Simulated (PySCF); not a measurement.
AlF₂ (SMILES [F][Al][F]), doublet, at a GFN2-xTB geometry (such geometries of metal compounds can be far from the true shape) (the spin is typed, not shown lowest); MP2/6-311G** (PySCF).

PySCF was given this input:
```python
from pyscf import gto, scf, mp

mol = gto.Mole()
mol.atom = '''
    Al    0.30691416    0.12978758    0.10495073
    F    -0.37803201    1.08352591   -1.07437289
    F    -0.06528844   -1.27099685    0.92277739
'''
mol.basis = '6-311g**'
mol.spin = 1
mol.verbose = 4
mol.build()

mf = scf.UHF(mol)
mf.kernel()

pt = mp.MP2(mf)
pt.kernel()
print('E(MP2) = %.10f' % pt.e_tot)
```

The log (banner, timings and long lists left out):

```
PySCF version 2.14.0

[INPUT] verbose = 4
[INPUT] num. atoms = 3
[INPUT] num. electrons = 31
[INPUT] charge = 0
[INPUT] spin (= nelec alpha-beta = 2S) = 1
[INPUT] symmetry False subgroup None
[INPUT] Mole.unit = angstrom
[INPUT] Symbol           X                Y                Z      unit          X                Y                Z       unit  Magmom
[INPUT]  1 Al     0.306914160000   0.129787580000   0.104950730000 AA    0.579983706151   0.245262980570   0.198328136273 Bohr   0.0
[INPUT]  2 F     -0.378032010000   1.083525910000  -1.074372890000 AA   -0.714376965219   2.047567218770  -2.030270517757 Bohr   0.0
[INPUT]  3 F     -0.065288440000  -1.270996850000   0.922777390000 AA   -0.123377270700  -2.401835951685   1.743796541041 Bohr   0.0

nuclear repulsion = 88.2188424850869
number of shells = 28
number of NR pGTOs = 107
number of NR cGTOs = 62
basis = 6-311g**
ecp = {}

******** <class 'pyscf.scf.uhf.UHF'> ********
method = UHF
initial guess = minao
damping factor = 0
level_shift factor = 0
DIIS = <class 'pyscf.scf.diis.CDIIS'>
diis_start_cycle = 1
diis_space = 8
diis_damp = 0
SCF conv_tol = 1e-09
SCF conv_tol_grad = None
SCF max_cycles = 50
direct_scf = True
direct_scf_tol = 1e-13
number electrons alpha = 16  beta = 15
Set gradient conv threshold to 3.16228e-05
init E= -440.708432257912

cycle= 1 E= -440.853952483055  delta_E= -0.146  |g|= 0.498  |ddm|= 1.15
cycle= 2 E= -440.920592944717  delta_E= -0.0666  |g|= 0.359  |ddm|= 0.502
cycle= 3 E= -440.956963592132  delta_E= -0.0364  |g|= 0.033  |ddm|= 0.165
cycle= 4 E= -440.959473796725  delta_E= -0.00251  |g|= 0.0147  |ddm|= 0.0963
cycle= 5 E= -440.960080551346  delta_E= -0.000607  |g|= 0.00563  |ddm|= 0.0531
cycle= 6 E= -440.960160452032  delta_E= -7.99e-05  |g|= 0.00181  |ddm|= 0.0198
cycle= 7 E= -440.960165358189  delta_E= -4.91e-06  |g|= 0.000552  |ddm|= 0.00398
cycle= 8 E= -440.960165733314  delta_E= -3.75e-07  |g|= 0.000184  |ddm|= 0.000981
cycle= 9 E= -440.960165783986  delta_E= -5.07e-08  |g|= 5.94e-05  |ddm|= 0.000411
cycle= 10 E= -440.960165789993  delta_E= -6.01e-09  |g|= 2.24e-05  |ddm|= 0.000109
cycle= 11 E= -440.960165790769  delta_E= -7.76e-10  |g|= 6.33e-06  |ddm|= 4.33e-05
Extra cycle  E= -440.960165790808  delta_E= -3.89e-11  |g|= 3.61e-06  |ddm|= 5.63e-06
converged SCF energy = -440.960165790808  <S^2> = 0.75198303  2S+1 = 2.001982

******** <class 'pyscf.mp.ump2.UMP2'> ********
nocc = (np.int64(16), np.int64(15)), nmo = (62, 62)
E(UMP2) = -441.57978864702  E_corr = -0.619622856211966
E(SCS-UMP2) = -441.561060010107  E_corr = -0.600894219299251
E_corr(same-spin) = -0.164599855563586
E_corr(oppo-spin) = -0.45502300064838
E(MP2) = -441.5797886470
```
